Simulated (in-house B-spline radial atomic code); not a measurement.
**The rhodium ion Rh⁺: [Kr] 4d8**

All numbers are computed (non-relativistic BHandHLYP, spin-polarised, spherical fractional occupations, exact exchange averaged over the configuration; point nucleus) with a B-spline radial code for spherical atoms, not measured.

Screening seen three ways: the hydrogenic charge with the same mean radius, Z_r = [3n² - l(l+1)]/(2<r>), the one with the same energy, Z_e = n√(-2ε), and Slater's rules. Values are occupation-weighted means over spin.

| shell | electrons | ε (eV) | <r> (bohr) | Z_r | Z_e | Slater |
| --- | --- | --- | --- | --- | --- | --- |
| 1s | 2 | -22544 | 0.03385 | 44.32 | 40.71 | 44.70 |
| 2s | 2 | -3252.8 | 0.1471 | 40.78 | 30.92 | 40.85 |
| 2p | 6 | -3012.2 | 0.126 | 39.69 | 29.76 | 40.85 |
| 3s | 2 | -602.08 | 0.4017 | 33.60 | 19.96 | 33.75 |
| 3p | 6 | -505.9 | 0.3949 | 31.65 | 18.29 | 33.75 |
| 3d | 10 | -329.36 | 0.3694 | 28.42 | 14.76 | 23.85 |
| 4s | 2 | -94.032 | 1.014 | 23.67 | 10.52 | 17.25 |
| 4p | 6 | -63.66 | 1.099 | 20.93 | 8.65 | 17.25 |
| 4d | 8 | -17.165 | 1.517 | 13.84 | 4.49 | 6.55 |

The least bound orbital is 4d down at -16.18 eV, and it is also the most diffuse (<r> = 1.54 bohr).
